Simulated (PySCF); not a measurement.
Input for PySCF: R-MP2/6-31G* on NH3 (SMILES N) with ghost functions.

```python
from pyscf import gto, scf, dft, mp
from pyscf.data.elements import chemcore

mol = gto.M(
    atom='''
    N     0.49795289   -0.02044772    0.16661701
    H    -0.03699486    0.56946930   -0.46040895
    H     0.69134597   -0.88317748   -0.32899564
    H    -0.09862455   -0.24790276    0.95762319
    ghost-C   -0.34221006    1.16481644    3.31257389
    ghost-O   -0.46723114   -0.23106522    3.11918844
    ghost-C    0.69899959   -0.93017674    3.50976685
    ghost-H    0.47807355    1.57428269    2.71180037
    ghost-H   -0.16401729    1.40204158    4.36882432
    ghost-H   -1.28042721    1.62094433    2.99977973
    ghost-H    1.56534744   -0.61403474    2.91731768
    ghost-H    0.51396744   -1.98997870    3.34029652
    ghost-H    0.91660564   -0.77081953    4.57324192
    ''',
    basis='6-31g*',
    cart=True,
    charge=0, spin=0, verbose=3, max_memory=1800)
mf = scf.RHF(mol)
mf.conv_tol = 1e-8
mf.max_cycle = 100
mf.kernel()
if not mf.converged:
    mf = mf.newton().run(mf.mo_coeff, mf.mo_occ)
pt = mp.MP2(mf, frozen=chemcore(mol)).run()
```

Program output:

```
converged SCF energy = -56.184811715361
E(RMP2) = -56.3556903480138  E_corr = -0.170878632652821
E(SCS-RMP2) = -56.3553785642708  E_corr = -0.170566848909748
```

The calculation finished and met its thresholds.

Cost: very roughly 1.0 core-seconds.
